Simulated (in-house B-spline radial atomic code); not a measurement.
Checks on a self-consistent run for Bi IX (Bi8+), [Ar] 3d10 4s2 (4p1/2)2 (4p3/2)3 4d10 4f14 5s2 (5p1/2)1 (5p3/2)4 5d9. Level of theory: Dirac-Hartree-Fock, average of the jj configuration, Fermi nucleus of rms radius 5.5211 fm; calculated with an all-electron radial atomic-structure program (B-spline basis).

```tsv
orbital	q	ε (Eh)	<1/r>	<r²>	small-component weight
1s1/2	2	-3355.14607	103.169	0.000346304	0.10053
2s1/2	2	-612.89017	25.5831	0.00518367	0.023265
2p1/2	2	-588.02772	25.492	0.00365195	0.023318
2p3/2	4	-502.60473	20.2343	0.00482818	0.020451
3s1/2	2	-154.59680	9.39068	0.0334897	0.0078651
3p1/2	2	-143.42297	9.2878	0.0304777	0.0077965
3p3/2	4	-124.02712	7.91103	0.036803	0.0069637
3d3/2	4	-105.96886	7.8	0.0280452	0.0068334
3d5/2	6	-101.89005	7.49682	0.0297385	0.0066127
4s1/2	2	-40.66855	3.98878	0.159256	0.0027152
4p1/2	2	-35.88208	3.87374	0.161753	0.0026132
4p3/2	3	-31.07023	3.4173	0.192213	0.0023219
4d3/2	4	-23.07827	3.23164	0.195933	0.0021273
4d5/2	6	-22.07977	3.12471	0.206298	0.002045
4f5/2	6	-11.76411	2.80899	0.216557	0.0016947
4f7/2	8	-11.52900	2.76794	0.22268	0.0016607
5s1/2	2	-11.12366	1.6816	0.750605	0.00075116
5p1/2	1	-9.41791	1.58489	0.831954	0.00068753
5p3/2	4	-8.32760	1.43875	0.975641	0.00061592
5d3/2	3.6	-5.52900	1.21376	1.30789	0.00045229
5d5/2	5.4	-5.44856	1.18636	1.35985	0.00043933
```

Electron-electron repulsion V_ee = 7522.2496 hartree.

**Question.** What total energy follows from the eigenvalues?

**Answer.** The eigenvalues count the repulsion twice, so E = Σqε - V_ee = -13998.133 - 7522.250 = -21520.383 hartree; the run printed -21520.383.

**Question.** Does the Dirac virial theorem hold?

**Answer.** For a point nucleus E = -2c²Σq·w, with w the small-component weight. Here Σq·w = 0.57272 and c = 137.0360, so the ratio E/(-2c²Σq·w) is 1.000480; the finite nucleus accounts for the departure from 1.

**Question.** What diamagnetic shielding (Lamb formula) and susceptibility (Langevin formula) do the radii give?

**Answer.** σ = (α²/3)Σq<1/r> = 652.735/(3·137.036²) = 11586 ppm, and χ = -0.79199×10⁻⁶·Σq<r²> = -19.97×10⁻⁶ cm³/mol with Σq<r²> = 25.212 bohr². Both are non-relativistic formulas without the paramagnetism of open shells; for so heavy an element the full relativistic shielding is larger by tens of per cent.
